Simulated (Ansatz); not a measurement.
C4H9NO, charge -1, doublet, at a GFN2-xTB geometry (a state made from the parent by changing its charge; the spin is typed, not shown lowest) (a gas-phase anion, which may not be bound at this level); PBE0/STO-3G in Ansatz (a first-principles code).

Ansatz was given this input:
Ansatz 0.2 input:
```yaml
crystal:
  periodic: [false, false, false]
  atoms:
    - {symbol: C, position_ang: [-1.32804898, 0.28654700, -0.99739366]}
    - {symbol: N, position_ang: [-0.54716568, 0.48378375, 0.21435778]}
    - {symbol: C, position_ang: [-1.27371006, -0.02765360, 1.35459525]}
    - {symbol: C, position_ang: [0.78613441, -0.17415930, 0.13577455]}
    - {symbol: C, position_ang: [1.78528448, 0.75835967, -0.53003741]}
    - {symbol: O, position_ang: [0.85373228, -1.46358153, -0.02632778]}
    - {symbol: H, position_ang: [-2.29508084, 0.80576201, -0.92112488]}
    - {symbol: H, position_ang: [-0.77365157, 0.70545596, -1.83755124]}
    - {symbol: H, position_ang: [-1.52022664, -0.77971394, -1.20485894]}
    - {symbol: H, position_ang: [-0.69318679, 0.17802262, 2.25515176]}
    - {symbol: H, position_ang: [-1.44127628, -1.11674660, 1.29696746]}
    - {symbol: H, position_ang: [-2.24995037, 0.47050717, 1.43696649]}
    - {symbol: H, position_ang: [2.79662508, 0.38295767, -0.36175633]}
    - {symbol: H, position_ang: [1.65761230, 0.85615742, -1.62777069]}
    - {symbol: H, position_ang: [1.70147761, 1.76120120, -0.10353830]}
basis:
  gaussian:
    orbitals: STO-3G
hamiltonian:
  xc: pbe0
total_charge: -1
magnetization: {spin_polarized: true, initial_magnetization: 1}
accuracy: high
```

It wrote (shortened):

```
Functional definition: PBE0
897 factors; integrals over basis functions are off by at most 2.2e-9 eV
mean field evaluation 1: about -7715.4277 eV, gradient 2.0e1 eV
mean field evaluation 2: about -7710.7289 eV, gradient 3.9e1 eV
mean field evaluation 4: about -7718.4160 eV, gradient 2.0e0 eV
mean field evaluation 8: about -7718.4326 eV, gradient 1.3e-1 eV
mean field evaluation 16: about -7718.4328 eV, gradient 3.4e-5 eV
mean field -7718.43277595 eV, -283.6471727747 hartree, gradient 4.6e-8 eV, S^2 0.751644; 0 other end points of the search recorded, 0 dependent functions left out
reference -7718.43277796 eV, -283.6471728483 hartree; 25, 24 occupied and 14, 15 virtual orbitals, 897 factors
Total energy: -7718.43277796 eV, -283.6471728483 hartree
```
